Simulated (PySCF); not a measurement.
**Spectroscopy problems**

- GIAO PBE0/pcSseg-1 shieldings
- geometry from PBE0-D3(BJ)/def2-SVP
- J: B3LYP/pcJ-1 (spin–dipole term left out of most H,H and C,H couplings)
- run in PySCF
- rapidly exchanging positions averaged, one computed conformer, no solvent, relativity neglected

δ = σ(ref) − σ, references computed at the same level: ¹H and ¹³C against TMS. Multiplet labels drop J under 1 Hz and among equivalent protons, and merge close values. Unscaled 3J(H,H) run several per cent high. Couplings to H on boron are left out. Carbons bonded to boron are broad in practice. Shifts are as computed. Against solution values, carbons near 30 ppm lie about +2 ppm off and those near 130 ppm about +5 ppm. Of 1211 compounds with measured shifts, 218 miss one by over three times the rms of a fit or turn the order of signals round; such compounds aren't used in these exercises.

**Question.** C$_{4}$H$_{7}$B. ¹H NMR (300 MHz, computed): δ 6.59 (br, 1H), 2.29 (s, 3H), 1.07 (s, 3H). ¹³C{¹H} NMR (computed): δ 144.1 (C), 99.4 (C), 16.6 (CH3), 7.6 (CH3). What is it?

**Answer.** SMILES CBC#CC. 4 carbon signals for 4 carbons: no two carbons are equivalent. Carbon types of the structure: 2 × C, 2 × CH3, leaving 1 H on heteroatoms. δC 144.1, 99.4: alkyne carbon. δC 7.6: propargylic methyl carbon; aliphatic region, no heteroatom directly attached. δH 2.29: hydrogen on a propargylic methyl carbon. δH 1.07: hydrogen on a methyl carbon bonded to B. The protons at 1.07 and 6.59 share a coupling of 5.9 Hz (vicinal).

The shifts were computed for this structure.

**Question.** C$_{4}$H$_{7}$B. ¹H NMR (600 MHz, computed): δ 7.82 (m, 1H), 7.27 (m, 1H), 7.03 (m, 1H), 6.99 (br, 2H), 5.95 (dq, J = 11.2, 1.5 Hz, 1H), 5.89 (ddt, J = 18.3, 1.9, 1.0 Hz, 1H). ¹³C{¹H} NMR (computed): δ 169.7, 143.7, 143.1, 136.5. What is it?

**Answer.** SMILES C(/C=C\B)=C. 4 carbon signals for 4 carbons: no two carbons are equivalent. Carbon types of the structure: 3 × CH, 1 × CH2, leaving 2 H on heteroatoms. δC 169.7, 143.7, 143.1: alkene CH. δC 136.5: terminal =CH2 carbon; as expected for a trigonal carbon in a double bond. δH 7.82, 7.27, 7.03: hydrogen on an alkene CH; olefinic region. δH 5.95, 5.89: hydrogen on a terminal =CH2 carbon; a vinylic proton, deshielded by the sp2 carbon and the C=C anisotropy.

The data come from this structure; uniqueness wasn't tested.
